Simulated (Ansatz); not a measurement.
Computed with Ansatz on PBE0-D4/def2-TZVP structures; ΔE is electronic, products minus reactants. CBS: MP2 limit from def2 TZ/QZ plus the TZ coupled-cluster correction, frozen cores. This one scheme is used for every species. Functionals use def2-TZVPP. Each species was taken in one conformer, which may not be the lowest.

Consider the ligand exchange at the Si–F bond: `F[SiH2][SiH3]` + `[NH2][AlH][OH]` → `[NH2][AlH][O][SiH2][SiH3]` + H–F.

Problem. Is it downhill or uphill in electronic energy at CCSD(T)/CBS, and by how much? (Estimate.)

Solution. Ansatz gave: Uphill: ΔE = +0.13 eV.

Problem. What do these levels give: PBE-D4, r2SCAN-D4, B2PLYP, HF/def2-QZVPP, SCS-MP2/def2-QZVPP, HF/CBS(def2)? (An estimate is asked.)

Solution. Computed: PBE-D4 0.17, r2SCAN-D4 0.19, B2PLYP 0.22, HF/def2-QZVPP 0.24, SCS-MP2/def2-QZVPP 0.16, HF/CBS(def2) 0.24 eV.

Largest T1 diagnostic among the species: 0.012.

From PBE to PBE0 (25 % exact exchange), in def2-TZVPP and without D4, ΔE moves by −0.04 eV. The D4 term adds −0.13 eV with B3LYP and −0.08 eV with PBE0; it sums over pairs of atoms, weighted by their polarisabilities, and B3LYP, whose exchange is more repulsive, gets the larger term. In def2-TZVPP, CCSD(T) changes the Hartree–Fock value by −0.11 eV (the triples alone add −0.02 eV) and MP2 by −0.12 eV.

B3LYP here is the variant with VWN-RPA as its local correlation; programs differ in this.
